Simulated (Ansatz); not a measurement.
Consider the formal exchange of groups at the Si–Si bond: `CB[SiH2][SiH2]F` + `C=CC(C)S` → `C=C[SiH2]BC` + `CC(S)[SiH2]F`.

Gas-phase electronic energies from Ansatz, PBE0-D4/def2-TZVP geometries. CCSD(T)/CBS is the MP2 limit (def2-TZVPP, def2-QZVPP) plus CCSD(T) − MP2 in def2-TZVPP, frozen cores. DFT in def2-TZVPP. Each species was taken in one conformer, which may not be the lowest.

```csv
level,ΔE (kcal/mol)
PBE-D4,-3.2
r2SCAN,-4.9
```

Q: What does CCSD(T)/CBS give? (Best estimate.)

A: The calculation gave: -6.1 kcal/mol. The listed levels differ from it by 2.9, 1.2 kcal/mol.

Largest T1 diagnostic among the species: 0.013.

From PBE to PBE0 (25 % exact exchange), in def2-TZVPP and without D4, ΔE moves by −0.8 kcal/mol.

CCSD(T)/CBS has its own doubt, a few kJ/mol and more with outer-core shells, so smaller differences from it don't rank the levels.
